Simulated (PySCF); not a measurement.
C2H6ClFSi.

```xyz
11

F     -1.1127    -1.3795     0.3633
C     -0.9768    -0.2678    -0.4227
Cl    -1.1136     1.2120     0.6238
C      0.3534    -0.2923    -1.1470
Si     1.9093    -0.2329    -0.0322
H     -1.8504    -0.2196    -1.1062
H      0.3988     0.5573    -1.8591
H      0.3877    -1.2235    -1.7532
H      1.7645    -1.1547     1.1429
H      3.0706    -0.6908    -0.8730
H      2.1842     1.1637     0.4425
```

The structure is a stationary point at PBE-D3(BJ)/def2-SVP. The structure was generated by enumeration; whether it is a known compound was not checked. Other conformers were not sampled.

Level of theory: PBE0/pcSseg-1 run with PySCF. Non-relativistic, no solvent.

Computed absolute GIAO shielding of each atom: isotropic value and principal components (ppm):
```
atom  σ(iso)    σ11    σ22     σ33   span
----  ------  -----  -----  ------  -----
F1     307.2  229.5  307.2   384.7  155.2
C2      71.1   36.8   74.6   101.9   65.1
Cl3    668.9  372.6  614.3  1019.6  647.0
C4     159.7  140.6  150.6   187.7   47.1
Si5    426.3  408.2  413.9   456.8   48.6
H6      24.6   21.6   23.5    28.5    6.9
H7      29.7   26.0   27.9    35.0    9.0
H8      29.5   24.7   27.5    36.2   11.5
H9      27.0   23.4   26.0    31.5    8.1
H10     27.4   24.2   25.1    32.8    8.7
H11     26.9   23.2   26.0    31.5    8.4
```
